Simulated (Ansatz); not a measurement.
AgCl2⁻. Total charge -1; quintet. Geometry PBE0-D4/def2-TZVPD; atoms count from 1.

```xyz
3

Ag    0.201   -0.207   -0.526
Cl    1.884    0.074   -2.271
Cl   -2.084    0.133    2.797
```

In the def2 sets Ag takes a core potential; there is no spin–orbit coupling. The highest occupied level of the charge -1 quintet lies above zero (up to 1.89 eV). The electron is either unbound and held by the finite basis, or the level is raised by self-interaction error. In the quintet geometry the species has come apart into loosely held pieces. At PBE0-D4/def2-TZVPD a singlet of charge -1 lies 9.96 eV below the quintet, each at its own geometry. The structure comes from a short search, and lower isomers may exist.

Q: Estimate the Mulliken populations from the PBE0/def2-TZVPD orbitals of Ansatz.

A: 
```
atom  charge (e)  spin (α − β)  d electrons
 Ag1       -0.79          2.57         9.51
 Cl2       -0.15          0.37            –
 Cl3       -0.07          1.07            –
```
Mulliken values depend strongly on the basis. With diffuse functions, as here, like atoms can get unlike values, and bond orders can come out too low or too high.

Q: Where does the spin sit?

A: Summed by element: Ag 2.57, Cl 1.43, of 4 unpaired in all. Largest on single atoms: Ag1 2.57, Cl3 1.07, Cl2 0.37.

Q: And the Mayer bond orders between heavy atoms (over 0.3)?

A: Ag1–Cl2 0.40 (2.44 Å).
